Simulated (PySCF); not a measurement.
UHF on C⁺ (carbon, charge +1)

Configuration: [He] 2s2 2p1, 2P determinant. Calculation: PySCF 2.14, in 6-31G*; the non-relativistic Hamiltonian (point nucleus).

| Item | Value |
| --- | --- |
| Total energy | -37.286715 hartree |
| One-electron energy | -47.5285 hartree |
| Hartree (Coulomb) energy | 14.9770 hartree |
| Exchange energy | -4.7352 hartree |
| Kinetic energy | 37.16911 hartree |
| ⟨S²⟩ | 0.7542 |
| ⟨L²⟩ | 2.010 |
| Sum of ⟨r⟩ | 4.980 bohr |
| Sum of ⟨r²⟩ | 8.147 bohr² |
| Traceless quadrupole moment −½Σ⟨3z² − r²⟩ along its main axis | -1.08 e·bohr² |
| Density at the nucleus (Gaussians lack the cusp) | 120 bohr⁻³ |
| Spin density at the nucleus | 0.0677 bohr⁻³ |
| Langevin diamagnetic susceptibility | -6.45 ×10⁻⁶ cm³/mol |
| Time after the integrals | 0.07 s of wall time on 1 thread of AMD EPYC 7B13 (shared host) |

| shell | electrons | mean orbital energy (hartree) | rms radius, mean of both spins (bohr) |
| --- | --- | --- | --- |
| 1s α | 1 | -11.92490 | 0.311 |
| 1s β | 1 | -11.89504 | 0.311 |
| 2s α | 1 | -1.22393 | 1.62 |
| 2s β | 1 | -1.08823 | 1.62 |
| 2p α | 1 | -0.91286 | 1.64 |
